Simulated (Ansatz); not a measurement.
Geometry optimisation, RHF/def2-SVP in Ansatz 0.2.0.

Input:

```yaml
crystal:
  periodic: [false, false, false]
  atoms:
    - { symbol: Sn, position_ang: [0.0, 0.0, 0.0] }
    - { symbol: Cl, position_ang: [0.0, 0.0, 2.41] }
    - { symbol: Cl, position_ang: [2.2726, 0.0, -0.8025] }
    - { symbol: Cl, position_ang: [-1.1351, 1.9666, -0.8025] }
    - { symbol: Cl, position_ang: [-1.1351, -1.9666, -0.8025] }
basis:
  gaussian: { orbitals: def2-SVP }
hamiltonian:
  xc: hf
relax:
  f_tol: 0.02
  max_steps: 40
```

Command:

```bash
$ ansatz run input.yaml --threads 1 --pin off --max-ram 2048MiB --backend cpu --events-out ev --progress --plain --runs-dir out
```

Problem. Where does it end, and by what steps?

Solution. The run converged. After 3 steps the energy has fallen by 0.328 eV; Cl3 moved furthest, 0.10 Å.

| step | energy less start (eV) | largest force component (eV/Å) | accepted |
| --- | --- | --- | --- |
| 0 | 0.0000 | 1.551 | yes |
| 1 | -0.0885 | 1.704 | yes |
| 2 | -0.3275 | 0.085 | yes |
| 3 | -0.3282 | 0.004 | yes |

```xyz
5
Properties=species:S:1:pos:R:3
Sn 0.000 0.000 0.000
Cl 0.000 0.000 2.310
Cl 2.178 0.000 -0.769
Cl -1.088 1.886 -0.770
Cl -1.088 -1.886 -0.770
```

Whether the end is a true minimum wasn't checked by a vibrational analysis.

Time of the run: 6.6 s on 1 thread of AMD EPYC 9R45 96-Core Processor (Zen 5), on a shared host, peak memory 0.26 GiB.
